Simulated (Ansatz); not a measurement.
H$_{8}$OSi$_{4}$ (`O[Si@@H]1[SiH2][Si@H]1[SiH3]`), relaxed with RKS PBE-D4/def2-SVP in Ansatz from a rough embedded geometry. The force threshold is 0.03 eV/Å; the program also tests the step.

The species carries charge 0 and has multiplicity 1.

Start:

```xyz
13

O     1.971    0.494   -2.161
Si    0.476    0.353   -1.532
Si    0.029    1.808    0.126
Si    0.454   -0.427    0.630
Si   -1.333   -1.546    1.150
H     2.697    0.791   -1.687
H    -0.632   -0.117   -2.407
H     1.087    2.704    0.532
H    -1.367    2.138    0.369
H     1.852   -0.660    1.187
H    -1.586   -1.429    2.588
H    -2.518   -1.125    0.405
H    -1.130   -2.984    0.801
```

| step | energy (eV) | largest force (eV/Å) | largest move (Å) |
| --- | --- | --- | --- |
| 1 | -33657.0447 | 3.247 | 0.000 |
| 2 | -33657.6403 | 0.785 | 0.194 |
| 3 | -33657.7274 | 0.318 | 0.161 |
| 4 | -33657.7410 | 0.191 | 0.073 |
| 5 | -33657.7503 | 0.058 | 0.050 |
| 6 | -33657.7544 | 0.075 | 0.087 |
| 7 | -33657.7582 | 0.126 | 0.199 |
| 8 | -33657.7608 | 0.099 | 0.038 |
| 9 | -33657.7628 | 0.068 | 0.041 |
| 10 | -33657.7629 | 0.062 | 0.045 |
| 11 | -33657.7636 | 0.069 | 0.044 |
| 12 | -33657.7639 | 0.056 | 0.014 |
| 13 | -33657.7642 | 0.043 | 0.020 |
| 14 | -33657.7644 | 0.021 | 0.016 |

End:

```xyz
13

O     1.862    0.450   -2.558
Si    0.570    0.393   -1.479
Si    0.061    1.921    0.207
Si    0.463   -0.357    0.756
Si   -1.366   -1.759    1.155
H     2.679    0.838   -2.197
H    -0.605   -0.125   -2.252
H     1.255    2.725    0.654
H    -1.228    2.673    0.406
H     1.663   -0.575    1.639
H    -1.926   -1.573    2.541
H    -2.433   -1.402    0.154
H    -0.995   -3.208    0.973
```

Hardware: 4 threads of an Arm Neoverse V1 on a shared host. Wall time 23 s, peak host memory 0.19 GiB.
